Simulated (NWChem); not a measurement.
# SnH2, singlet; SMILES [SnH2]

All runs: NWChem. Low-valent species are run as closed-shell singlets; no triplet was tried in these runs. Geometry: optimised at PBE0/def2-SVP. def2 effective core potentials on Sn; no spin-orbit coupling. B3LYP is NWChem's, with the RPA form of VWN correlation. Vertical excitations in the gas phase; the lowest state need not have the same character in each row.

```
level                                             lowest excitation, singlet (eV)  oscillator strength of that lowest state  lowest state with f > 0.02, singlet (eV)  oscillator strength of that bright state  lowest triplet (eV)  orbital gap (eV)
------------------------------------------------  -------------------------------  ----------------------------------------  ----------------------------------------  ----------------------------------------  -------------------  ----------------
PBE/def2-SVP, full TDDFT                                                     2.29                                     0.013                                      6.32                                     0.171                 1.30              1.87
B3LYP/def2-SVP, full TDDFT                                                   2.33                                     0.014                                         …                                         …                 1.35                 …
LDA (Slater exchange, VWN5)/def2-SVP, full TDDFT                             2.19                                     0.010                                      6.35                                     0.155                 1.38              1.74
```

### Question
Fill in the missing entries.

### Answer

- B3LYP/def2-SVP, full TDDFT, lowest state with f > 0.02, singlet (eV): 6.44
- B3LYP/def2-SVP, full TDDFT, oscillator strength of that bright state: 0.199
- B3LYP/def2-SVP, full TDDFT, orbital gap (eV): 3.22
